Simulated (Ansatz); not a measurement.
Geometry optimisation, RKS B3LYP/6-31G in Ansatz.

Input file:

```yaml
crystal:
  periodic: [false, false, false]
  atoms:
    - { symbol: Al, position_ang: [0.0, 0.0, 0.0] }
    - { symbol: "N", position_ang: [0.0, 0.0, 1.92] }
    - { symbol: H, position_ang: [-0.877, -0.2713, 2.45] }
    - { symbol: H, position_ang: [0.877, 0.2713, 2.45] }
    - { symbol: Cl, position_ang: [1.9312, 0.0, -1.115] }
    - { symbol: O, position_ang: [-1.5415, 0.0, -0.89] }
    - { symbol: Si, position_ang: [-2.6907, -1.2238, -0.8267] }
    - { symbol: H, position_ang: [-2.2881, -2.2198, 0.162] }
    - { symbol: H, position_ang: [-3.9833, -0.6595, -0.4496] }
    - { symbol: H, position_ang: [-2.8007, -1.8572, -2.1376] }
basis:
  gaussian: { orbitals: "6-31G" }
hamiltonian:
  xc: b3lyp
relax:
  f_tol: 0.02
  max_steps: 40
```

Launched with:

```bash
$ ansatz run input.yaml --threads 1 --pin off --max-ram 2048MiB --backend cpu --events-out ev --progress --plain --runs-dir out
```

Task: Where does it end, and by what steps?

Result: It converged. Limits of this set-up: no polarisation functions. After 11 steps the energy has fallen by 0.896 eV; H8 moved furthest, 1.16 Å.

```csv
step,energy less start (eV),largest force component (eV/Å),accepted
0,0.0000,2.299,yes
1,-0.4925,1.402,yes
2,-0.6540,0.818,yes
3,-0.7488,0.542,yes
4,-0.7897,0.783,yes
5,-0.8627,0.155,yes
6,-0.8888,0.113,yes
7,-0.8863,0.391,no
8,-0.8943,0.048,yes
9,-0.8955,0.025,yes
10,-0.8957,0.024,yes
11,-0.8957,0.020,yes
```

```xyz
10
Properties=species:S:1:pos:R:3
Al 0.002 -0.143 0.311
N 0.323 0.243 2.015
H -0.345 0.106 2.761
H 1.198 0.624 2.348
Cl 1.624 0.268 -1.110
O -1.461 -0.784 -0.253
Si -2.862 -1.424 -0.969
H -3.194 -2.744 -0.333
H -4.010 -0.477 -0.765
H -2.648 -1.629 -2.442
```

Whether the end is a true minimum wasn't checked by a vibrational analysis.

Run time: 69 s on 1 thread of Arm Neoverse V2, on a shared host, peak memory 0.19 GiB.
